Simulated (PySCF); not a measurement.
In(Br)(Me)2 (C2H6BrIn), SMILES [CH3][In]([CH3])[Br].

The structure is a stationary point at B3LYP-D3(BJ)/def2-SVP. The structure was generated by enumeration; whether it is a known compound was not checked. The def2 effective core potentials stand for the cores of In; spin–orbit coupling is left out.

Two levels are set side by side: PBE/def2-TZVP (PySCF) and B3LYP/def2-TZVP (PySCF). Same geometry, gas phase. Differences are taken from unrounded values.

| quantity | PBE |
|---|---|
| orbital gap (eV) | 4.11 |
| highest occupied level (eV) | -6.15 |
| lowest empty level (eV) | -2.04 |
| dipole moment (D) | 3.72 |
| mean polarisability (bohr³) | 88.0 |

Question: These are the PBE values. What does B3LYP give? (An estimate is asked for; the answer gives what the named calculation found.)

Answer: 
| quantity | B3LYP | PBE minus B3LYP |
|---|---|---|
| orbital gap (eV) | 5.48 | -1.37 |
| highest occupied level (eV) | -7.09 | 0.94 |
| lowest empty level (eV) | -1.61 | -0.43 |
| dipole moment (D) | 3.84 | -0.12 |
| mean polarisability (bohr³) | 85.8 | 2.2 |

Without exact exchange PBE keeps part of each electron's self-repulsion, which lifts occupied levels and narrows the gap. Differences between two approximate levels are no errors against the true value.

Rough cost on one machine, each run with all the roots and properties that it gave: B3LYP against PBE within a factor of 2.
